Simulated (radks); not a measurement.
The numbers below are computed, except where a source is named.
Ho21+, 46 electrons, occupied as [Kr] 4d10. Code: a radial shooting solver on a logarithmic mesh with Libxc functionals. Model: Dirac Kohn-Sham, relativistic LDA (MacDonald-Vosko exchange, VWN5 correlation), spin-unpolarised, spherical densities, finite nucleus; Fermi nuclear charge, rms radius 5.2022 fm.

Unscreened Slater integrals over Kohn-Sham orbitals (cm^-1). Large and small components are both included.

integral          value
F0(4d5/2,4d5/2)  366110
F2(4d5/2,4d5/2)  187330
F4(4d5/2,4d5/2)  126810
F0(4d5/2,4d3/2)  368610
F2(4d5/2,4d3/2)  188400
G2(4d5/2,4d3/2)  187860
G4(4d5/2,4d3/2)  127180
F0(4d5/2,4p3/2)  369870
F2(4d5/2,4p3/2)  190640
G1(4d5/2,4p3/2)  239330
G3(4d5/2,4p3/2)  152100
F0(4d5/2,4p1/2)  378370
G3(4d5/2,4p1/2)  155100
F0(4d3/2,4d3/2)  371190
F2(4d3/2,4d3/2)  189590
F0(4d3/2,4p3/2)  372430
F2(4d3/2,4p3/2)  191720
G1(4d3/2,4p3/2)  239430
G3(4d3/2,4p3/2)  152400
F0(4d3/2,4p1/2)  381180
G1(4d3/2,4p1/2)  248020
F0(4p3/2,4p3/2)  374450
F2(4p3/2,4p3/2)  196140
F0(4p3/2,4p1/2)  383140
G2(4p3/2,4p1/2)  197950
F0(4p1/2,4p1/2)  392770
